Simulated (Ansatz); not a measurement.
Consider the formal exchange of groups at the Si–F bond: `F[SiH2]B[SiH3]` + SiH₄ → `[SiH3]B[SiH2][SiH3]` + H–F.

Program: Ansatz. Geometries: PBE0-D4/def2-TZVP. ΔE: electronic, gas phase. CCSD(T)/CBS is the MP2 limit (def2-TZVPP, def2-QZVPP) plus CCSD(T) − MP2 in def2-TZVPP, frozen cores. This one scheme is used for every species. Each species was taken in one conformer, which may not be the lowest.

`F[SiH2]B[SiH3]`:

```xyz
10

F    -1.178   -0.448    2.041
Si   -1.648   -0.401    0.504
B    -0.175    0.087   -0.750
Si    1.725    0.435   -0.219
H    -2.197   -1.746    0.173
H    -2.744    0.605    0.408
H    -0.470    0.103   -1.912
H     2.341   -0.928   -0.197
H     1.861    1.023    1.140
H     2.485    1.270   -1.188
```

SiH₄:

Cartesian coordinates in Å:
```
Si 0.000 0.000 0.000
H -0.414 -1.376 -0.372
H 0.786 -0.043 1.259
H -1.206 0.843 0.198
H 0.834 0.576 -1.085
```

`[SiH3]B[SiH2][SiH3]`:

Cartesian coordinates in Å:
```
Si -1.050 -0.678 1.961
B -0.616 0.852 0.740
Si 1.105 0.948 -0.225
Si 0.517 -0.334 -2.119
H -2.437 -1.195 1.789
H -0.934 -0.132 3.348
H -0.103 -1.820 1.842
H -1.457 1.674 0.521
H 2.238 0.239 0.433
H 1.559 2.285 -0.698
H 1.700 -0.491 -3.008
H 0.049 -1.682 -1.702
H -0.572 0.334 -2.881
```

H–F:

```xyz
2

F     0.257   -0.093   -0.370
H    -0.257    0.093    0.370
```

| species | HF/CBS(def2) energy (Eh) |
| --- | --- |
| `F[SiH2]B[SiH3]` | -705.60493 |
| SiH₄ | -291.26912 |
| `[SiH3]B[SiH2][SiH3]` | -896.74248 |
| H–F | -100.07071 |

Q: Work out ΔE.

A: ΔE = (-896.74248) + (-100.07071) − (-705.60493) − (-291.26912) = 0.06086 Eh = +38.2 kcal/mol. CCSD(T)/CBS gives +26.8 kcal/mol.

Largest T1 diagnostic among the species: 0.015.

From PBE to PBE0 (25 % exact exchange), in def2-TZVPP and without D4, ΔE moves by +1.3 kcal/mol. In def2-TZVPP, CCSD(T) changes the Hartree–Fock value by −10.5 kcal/mol (the triples alone add −1.6 kcal/mol) and MP2 by −9.8 kcal/mol.
